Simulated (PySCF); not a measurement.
Ge(OH)₂: double against triple zeta

Base calculation in PySCF with density fitting and no spin–orbit coupling, PBE0/def2-SVP (no relativity): singlet, C2v, Ge–O 1.790 Å (×2), O–H 0.965 Å (×2); Ge–O–H 118.9° (×2), O–Ge–O 101.6°; wavenumbers 265, 347, 451, 652, 677, 689, 816, 3872, 3873 cm⁻¹; dipole moment 1.89 D, gap between the highest occupied and lowest empty levels 6.45 eV, polar-tensor charge of Ge 1.03 e, atomisation energy (no zero-point energy) 1707 kJ/mol.

Q: What changes on going to PBE0/def2-TZVP (no relativity)?

A: The point group stays the same. Changes: mean bond to Ge 0.000 Å, highest wavenumber -7 cm⁻¹, lowest wavenumber +3 cm⁻¹, dipole moment -0.28 D, gap between the highest occupied and lowest empty levels -0.06 eV, polar-tensor charge of Ge +0.07 e, atomisation energy (no zero-point energy) +18 kJ/mol. The new structure has Ge–O 1.790 Å (×2), O–H 0.961 Å (×2); Ge–O–H 118.8° (×2), O–Ge–O 102.4°, with wavenumbers 268, 313, 435, 659, 683, 684, 835, 3865, 3866 cm⁻¹. The geometry is nearly converged in the smaller basis.

Each species is the lowest minimum found with this bonding; other isomers or fragments can lie lower.
